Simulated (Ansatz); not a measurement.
Ansatz (a program for electronic structure) input (PBE0/STO-3G):

Ansatz 0.2 input:
```yaml
crystal:
  periodic: [false, false, false]
  atoms:
    - {symbol: Cd, position_ang: [0.00000000, 0.00000000, 0.00000000]}
    - {symbol: F, position_ang: [-0.00000000, -0.00000000, -1.98321814]}
    - {symbol: F, position_ang: [0.00000000, 0.00000000, 1.98321814]}
basis:
  gaussian:
    orbitals: STO-3G
hamiltonian:
  xc: {name: PBE0}
total_charge: 1
magnetization: {spin_polarized: true, initial_magnetization: 1}
```

End of the output:

```
integrals: 0.01 GiB planned
497 factors; integrals over basis functions are off by at most 5.2e-4 eV
mean field: 0.22 GiB planned
mean field evaluation 1: about -152625.0417 eV, gradient 3.9e1 eV
mean field evaluation 2: about -152476.9334 eV, gradient 1.2e2 eV
mean field evaluation 4: about -152645.6270 eV, gradient 1.1e1 eV
mean field evaluation 8: about -152646.6091 eV, gradient 4.0e-1 eV
mean field evaluation 16: about -152646.5949 eV, gradient 1.1e-4 eV
mean field evaluation 32: about -152642.5016 eV, gradient 2.9e0 eV
mean field -152646.59491350 eV, -5609.6588954927 hartree, gradient 6.0e-6 eV, S^2 0.764584; 4 other end points of the search recorded, 0 dependent functions left out
reference -152646.59492373 eV, -5609.6588958688 hartree; 33, 32 occupied and 4, 5 virtual orbitals, 497 factors
Total energy: -152646.59492373 eV, -5609.6588958688 hartree
```

The spin state was set by rule; other spins were not relaxed.
